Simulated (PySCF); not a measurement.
H3InO2S, SMILES [OH][In]([OH])[SH]. Geometry optimised at B3LYP-D3(BJ)/def2-SVP. The def2 effective core potentials stand for the cores of In; spin–orbit coupling is left out. The values are those of a single conformer.

Method: B3LYP-D3(BJ)/def2-SVP run with PySCF.

Harmonic wavenumbers (cm⁻¹): 90, 121, 128, 183, 252, 278, 343, 589, 609, 680, 810, 835, 2665, 3811, 3822. Rotational constants (GHz): 4.931, 2.272, 1.555; symmetry number 1.

Work out the zero-point energy and the ideal-gas rigid-rotor harmonic-oscillator thermochemistry at 298.15 K and 1 atm.

ZPE = ½ Σ hcν = ½ × 15216 cm⁻¹ = 21.75 kcal/mol. H − E(el) = 27.01 kcal/mol. Entropy in cal/(mol K): translation 41.50, rotation 27.31, vibration 18.09, total 86.91. G − E(el) = 1.10 kcal/mol. Cp = 24.85 cal/(mol K). Modes under 150 cm⁻¹ make the vibrational entropy uncertain.
